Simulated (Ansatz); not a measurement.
CH2N (SMILES C#[NH+]) moved off its minimum; all values from Ansatz (a quantum-chemistry and plane-wave program), cores frozen in correlated methods.
(charge 1, multiplicity 1)
```xyz
4

C      0.09087    -0.13118    -0.61552
N     -0.07397    -0.06049     0.63703
H     -0.00625     0.08323    -1.74302
H     -0.04392     0.11934     1.63990
```

Forces at wB97M-V/def2-TZVPP (eV/Å):

```
atom      Fx      Fy       Fz
----  ------  ------  -------
C1    -2.181   1.684   10.761
N2     1.752  -0.668  -12.511
H3     0.376  -0.774    1.718
H4     0.054  -0.241    0.031
```

Problem. Give the forces (eV/Å), the total energy and the dipole at CCSD(T)/aug-cc-pVTZ.

Solution. 
```csv
atom,Fx,Fy,Fz
C1,-1.809,1.485,8.686
N2,1.410,-0.508,-10.502
H3,0.329,-0.735,1.772
H4,0.070,-0.241,0.044
```
Energy -93.5266 hartree.

Doubts at one or more of the structures used: a restricted determinant that unrestricted orbitals would lower (CCSD(T)/aug-cc-pVTZ).
